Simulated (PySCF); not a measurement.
C6H15In, charge +1, doublet, geometry from GFN2-xTB (such geometries of metal compounds can be far from the true shape) (a state made from the parent by changing its charge; the spin is typed, not shown lowest) (all electrons, no relativity); CAMB3LYP/3-21G (PySCF).

PySCF was given this input:
```python
from pyscf import gto, scf, dft

mol = gto.M(
    atom='''
In   -0.02874802   -0.04977829    0.03511091
C     2.10669926   -0.45384467   -1.02457062
C     2.52251289    0.80865103   -1.70928484
H     1.89949468   -1.28359973   -1.69786908
H     2.74661169   -0.74701202   -0.19430849
H     2.65391045    1.63326539   -1.00542188
H     1.81809585    1.10335824   -2.49004613
H     3.49098120    0.64390372   -2.19568655
C    -0.16390143   -2.33583900    0.91534692
C    -1.45387168   -2.37601930    1.65900965
H     0.72853243   -2.42156468    1.52981043
H    -0.12496081   -2.95201000    0.02082101
H    -2.31123828   -2.19394850    1.00662839
H    -1.47047532   -1.67074242    2.49336663
H    -1.58572028   -3.37799696    2.08618684
C    -1.61043842    1.62297489    0.33793019
C    -1.20923986    2.90570265   -0.35402553
H    -1.68880115    1.74065230    1.41977377
H    -2.53655081    1.20671549   -0.06135515
H    -1.11265936    2.76797283   -1.43284147
H    -0.26996911    3.29897102    0.03999852
H    -1.97916267    3.66141813   -0.18592571
''',
    basis='3-21g',
    charge=1,
    spin=1,
    verbose=4,
)

mf = dft.UKS(mol)
mf.xc = 'camb3lyp'
mf.grids.prune = dft.gen_grid.sg1_prune
mf.kernel()
```

What the program printed (banner, timings and long lists left out):

```
PySCF version 2.14.0

[INPUT] verbose = 4
[INPUT] num. atoms = 22
[INPUT] num. electrons = 99
[INPUT] charge = 1
[INPUT] spin (= nelec alpha-beta = 2S) = 1
[INPUT] symmetry False subgroup None
[INPUT] Mole.unit = angstrom
[INPUT] Symbol           X                Y                Z      unit          X                Y                Z       unit  Magmom
[...]
nuclear repulsion = 665.829209715563
number of shells = 73
number of NR pGTOs = 216
number of NR cGTOs = 115
basis = 3-21g
ecp = {}

******** <class 'pyscf.dft.uks.UKS'> ********
method = UKS
initial guess = minao
damping factor = 0
level_shift factor = 0
DIIS = <class 'pyscf.scf.diis.CDIIS'>
diis_start_cycle = 1
diis_space = 8
diis_damp = 0
SCF conv_tol = 1e-09
SCF conv_tol_grad = None
SCF max_cycles = 50
direct_scf = True
direct_scf_tol = 1e-13
number electrons alpha = 50  beta = 49
XC library pyscf.dft.libxc version 7.1.2
    S. Lehtola, C. Steigemann, M. J. T. Oliveira, and M. A. L. Marques,  SoftwareX 7, 1–5 (2018)
XC functionals = camb3lyp
    T. Yanai, D. P. Tew, and N. C. Handy,  Chem. Phys. Lett. 393, 51 (2004)
radial grids:
    Treutler-Ahlrichs [JCP 102, 346 (1995); DOI:10.1063/1.469408] (M4) radial grids

becke partition: Becke, JCP 88, 2547 (1988); DOI:10.1063/1.454033
pruning grids: <function sg1_prune>
grids dens level: 3
symmetrized grids: False
atomic radii adjust function: <function treutler_atomic_radii_adjust>
small_rho_cutoff = 0
Set gradient conv threshold to 3.16228e-05
Traceback (most recent call last):
  File "input.py", line 37, in <module>
  File "<string>", line 2, in kernel
  File "site-packages/pyscf/scf/hf.py", line 2099, in scf
  File "site-packages/pyscf/scf/hf.py", line 132, in kernel
  File "site-packages/pyscf/dft/uks.py", line 42, in get_veff
  File "site-packages/pyscf/dft/uks.py", line 192, in initialize_grids
  File "site-packages/pyscf/dft/rks.py", line 506, in initialize_grids
  File "site-packages/pyscf/dft/gen_grid.py", line 653, in build
  File "<string>", line 6, in gen_atomic_grids
  File "site-packages/pyscf/dft/gen_grid.py", line 318, in gen_atomic_grids
  File "site-packages/pyscf/dft/gen_grid.py", line 81, in sg1_prune
IndexError: index 49 is out of bounds for axis 0 with size 19
```

The input was rejected before any calculation.
